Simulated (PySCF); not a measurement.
Predicted microwave data (B3LYP/def2-SVPD in PySCF (dipole) on a GFN2-xTB geometry, gas phase) for one isomer of C5H11OP:

* Rotational constants: A = 3657, B = 1516, C = 1242 MHz
* Dipole components: |μa| = 1.82 D, |μb| = 2.49 D, |μc| = 2.33 D
* Inertial defect: -64.54 u·Å²
* κ: -0.77

Question: Which structure is it? (One computed conformer of each.)
A. `[CH3:1][CH:2]([CH3:3])[C@@H:4]1[CH2:5][P@@H:6]1=[O:7]` with C1–C2–C4–C5 157°
B. `[CH2:1]=[CH:2][CH2:3][P@H:4](=[O:5])[CH2:6][CH3:7]` with C1–C2–C3–P4 -111°, C2–C3–P4–O5 -179°, C3–P4–C6–C7 -175°
C. `[CH2:1]=[CH:2][CH2:3][P:4]([CH3:5])([CH3:6])=[O:7]` with C1–C2–C3–P4 -102°, C2–C3–P4–C5 -53°
D. `[CH2:1]=[CH:2][P:3]([CH3:4])[CH2:5][O:6][CH3:7]` with C1–C2–P3–C4 -140°, C2–P3–C5–O6 47°, P3–C5–O6–C7 -179°

Answer: A. It is CC(C)[C@@H]1C[P@@H]1=O, an asymmetric top, point group C1. The candidates at the same level (rigid rotor, commonest isotopes):

```json
{"SMILES": "C=CP(C)COC", "A (MHz)": "2955", "B (MHz)": "1428", "C (MHz)": "1162", "μa (D)": "1.44", "μb (D)": "0.41", "μc (D)": "0.14", "Δ (u·Å²)": "-90.13", "point group": "C1", "rotor": "asymmetric top"}
{"SMILES": "CC(C)[C@@H]1C[P@@H]1=O", "A (MHz)": "3657", "B (MHz)": "1516", "C (MHz)": "1242", "μa (D)": "1.82", "μb (D)": "2.49", "μc (D)": "2.33", "Δ (u·Å²)": "-64.54", "point group": "C1", "rotor": "asymmetric top"}
{"SMILES": "C=CC[P@H](=O)CC", "A (MHz)": "3222", "B (MHz)": "1417", "C (MHz)": "1067", "μa (D)": "2.69", "μb (D)": "2.93", "μc (D)": "0.92", "Δ (u·Å²)": "-39.78", "point group": "C1", "rotor": "asymmetric top"}
{"SMILES": "C=CCP(C)(C)=O", "A (MHz)": "3328", "B (MHz)": "1434", "C (MHz)": "1395", "μa (D)": "3.26", "μb (D)": "0.34", "μc (D)": "2.67", "Δ (u·Å²)": "-142.09", "point group": "C1", "rotor": "near-prolate asymmetric top"}
```

`C=CP(C)COC` has A 19 % too low; `C=CCP(C)(C)=O` has C 12 % too high; `C=CC[P@H](=O)CC` has C 14 % too low. No structure here is proved a minimum.
